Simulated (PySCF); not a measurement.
C2H11NSi2, SMILES [SiH](C)(C)N[SiH3] (GFN2-xTB optimised geometry):

```
16

Si    -2.377    -0.432     0.000
N     -0.645    -0.432     0.000
Si     0.460     0.060    -1.247
C     -0.210     1.638    -2.055
C      2.147     0.357    -0.426
H     -2.882    -1.126    -1.188
H     -2.869     0.949     0.000
H     -2.774    -1.126     1.226
H     -0.217    -0.899     0.781
H      0.586    -1.001    -2.267
H     -0.313     2.443    -1.334
H      0.443     1.986    -2.849
H     -1.189     1.459    -2.488
H      2.882     0.674    -1.159
H      2.092     1.126     0.338
H      2.523    -0.547     0.043
```

Method: PBE0/def2-TZVP in PySCF.

Q: What are the frontier orbital energies and the dipole moment?

A: HOMO-2 -9.05 eV, HOMO-1 -8.63 eV, HOMO -7.15 eV, LUMO 0.36 eV, LUMO+1 1.15 eV; dipole moment 0.94 D.

On the same geometry PBE/def2-TZVP in PySCF gives HOMO-2 -7.69 eV, HOMO-1 -7.32 eV, HOMO -5.82 eV, LUMO -0.48 eV, LUMO+1 0.34 eV; dipole moment 0.98 D.

Meta-Löwdin charges at PBE0/def2-TZVP: Si1 0.62, N2 -0.82, Si3 0.90, C4 -0.62, C5 -0.62, H6 -0.12, H7 -0.12, H8 -0.10, H9 0.25, H10 -0.14, H11 0.13, H12 0.13, H13 0.13, H14 0.13, H15 0.13, H16 0.13.
